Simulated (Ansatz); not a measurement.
CH8O2Si2 can be A, `OC(O)[SiH2][SiH3]`, or B, `C[SiH2][SiH](O)O`.

Program: Ansatz. Geometries: PBE0-D4/def2-TZVP. ΔE: electronic, gas phase. CCSD(T)/CBS adds triple-zeta CCSD(T) − MP2 to the extrapolated MP2 energy (def2 sets, frozen cores). Functionals use def2-TZVPP. B3LYP here is the variant with VWN-RPA as its local correlation; programs differ in this. Each species was taken in one conformer, which may not be the lowest.

A:

Z-matrix (Å, degrees):
```
C
O 1 1.402
Si 1 1.916 2 107.8
O 1 1.409 2 112.1 3 123.5
H 1 1.098 2 111.0 3 -120.7
H 2 0.964 1 108.3 3 174.9
Si 3 2.339 1 109.0 2 -178.2
H 3 1.488 1 110.7 2 -55.8
H 3 1.491 1 106.8 2 63.0
H 4 0.963 1 108.1 2 -62.7
H 7 1.487 3 110.6 1 -65.1
H 7 1.488 3 110.3 1 174.7
H 7 1.488 3 110.1 1 55.1
```

B:

```xyz
13

C     2.136    0.393   -0.277
Si    0.505    0.995    0.428
Si   -1.172   -0.609    0.152
O    -1.083   -1.055   -1.433
O    -2.622    0.069    0.552
H     2.024    0.158   -1.338
H     2.913    1.153   -0.172
H     2.473   -0.511    0.236
H     0.080    2.255   -0.246
H     0.645    1.289    1.883
H    -1.012   -1.834    0.998
H    -1.601   -1.806   -1.728
H    -3.287   -0.498    0.945
```

Problem. Which isomer does CCSD(T)/CBS put lower? Give the gap. (Best estimate.)

Solution. The calculation gave: B, by 352.9 kJ/mol.

Problem. Give E(B) − E(A) in kJ/mol with B2PLYP, B3LYP-D4, CCSD(T)/def2-TZVPP, MP2/def2-TZVPP, B3LYP, PBE-D4, PBE0-D4. (An estimate is asked.)

Solution. Computed: B2PLYP -350.9, B3LYP-D4 -341.9, CCSD(T)/def2-TZVPP -345.1, MP2/def2-TZVPP -363.1, B3LYP -342.0, PBE-D4 -320.9, PBE0-D4 -333.1. None reverses the order clearly.

Largest T1 diagnostic: 0.013.

From PBE to PBE0 (25 % exact exchange), in def2-TZVPP and without D4, E(B) − E(A) moves by −12.2 kJ/mol.
